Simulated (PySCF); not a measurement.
C₄H₆Ge.
Atom-mapped SMILES: `[CH:1]1=[CH:2][GeH2:3][CH:4]=[CH:5]1` (hydrogens: H6 on C1; H7 on C2; H8, H9 on Ge3; H10 on C4; H11 on C5)

Computed by this run: PBE0-D3(BJ)/def2-SVP geometry optimisation, gas phase (PySCF); density fitting, grid level 1; the optimiser is geomeTRIC in internal coordinates, started from a GFN2-xTB structure.

Step 0: E = -60740.3356 eV
```
atom  x, y, z in Å  |  force x, y, z in eV/Å
C1     -0.9029    0.7057   -0.4214   -0.019   0.019  -0.003
C2      0.3112    1.2581   -0.3296    0.548   0.019   0.104
Ge3     1.5586   -0.0988    0.3089   -1.043   0.044  -0.226
C4      0.0589   -1.3451    0.3549    0.542  -0.072   0.130
C5     -1.0391   -0.6996   -0.0518   -0.022  -0.012  -0.004
H6     -1.7820    1.2424   -0.7519   -0.364   0.340  -0.172
H7      0.4992    2.2877   -0.5823    0.109   0.547  -0.132
H8      2.1922    0.1897    1.6380    0.215   0.158   0.680
H9      2.6596   -0.4571   -0.6454    0.461  -0.185  -0.534
H10     0.0466   -2.3819    0.6452    0.002  -0.549   0.156
H11    -2.0149   -1.1614   -0.1208   -0.429  -0.308   0.000
```

Step 1: E = -60740.4026 eV
```
atom  x, y, z in Å  |  force x, y, z in eV/Å
C1     -0.8977    0.7150   -0.4226   -0.062   0.057  -0.030
C2      0.3222    1.2801   -0.3336    0.004  -0.005   0.002
Ge3     1.5386   -0.0980    0.3044    0.253  -0.011   0.057
C4      0.0655   -1.3682    0.3626    0.011   0.008  -0.003
C5     -1.0356   -0.7091   -0.0485   -0.073  -0.053   0.000
H6     -1.7845    1.2666   -0.7596    0.033  -0.026   0.016
H7      0.5104    2.3252   -0.5905    0.013  -0.043   0.015
H8      2.1760    0.2044    1.6870   -0.086  -0.041  -0.186
H9      2.6643   -0.4712   -0.6971   -0.153   0.050   0.133
H10     0.0504   -2.4202    0.6569    0.022   0.041  -0.007
H11    -2.0221   -1.1851   -0.1155    0.038   0.023   0.002
```

**Question.** Estimate the geometry and energy of step 2. (The exact step hangs on the optimiser's Hessian estimate; all steps are aligned on step 1, rigid shifts and turns removed.)

**Answer.** E = -60740.4055 eV, largest force 0.067 eV/Å
```
atom  x, y, z in Å  |  force x, y, z in eV/Å
C1     -0.9006    0.7155   -0.4234    0.030  -0.008   0.009
C2      0.3225    1.2746   -0.3322   -0.036   0.051  -0.021
Ge3     1.5424   -0.0981    0.3054   -0.004   0.001  -0.001
C4      0.0670   -1.3626    0.3611   -0.045  -0.049   0.004
C5     -1.0386   -0.7094   -0.0490    0.033   0.006   0.005
H6     -1.7851    1.2684   -0.7600    0.007   0.001   0.002
H7      0.5146    2.3181   -0.5879    0.010   0.007   0.000
H8      2.1740    0.2018    1.6771   -0.006   0.001   0.001
H9      2.6583   -0.4685   -0.6884   -0.006   0.000  -0.005
H10     0.0560   -2.4133    0.6557    0.009  -0.008   0.004
H11    -2.0230   -1.1868   -0.1149    0.008  -0.002   0.002
```

The energy changes by -0.0028 eV. The first-order estimate −F·Δx gives -0.0066 eV and the mean of the old and new forces, exact on a quadratic surface, -0.0029 eV. The step makes an angle of 45° with the force vector and moves no atom by more than 0.011 Å.

The cost below is that of the whole optimisation. Time: 29 s; peak memory 0.53 GiB. Hardware: Arm Neoverse N1, one thread, no GPU (shared host).
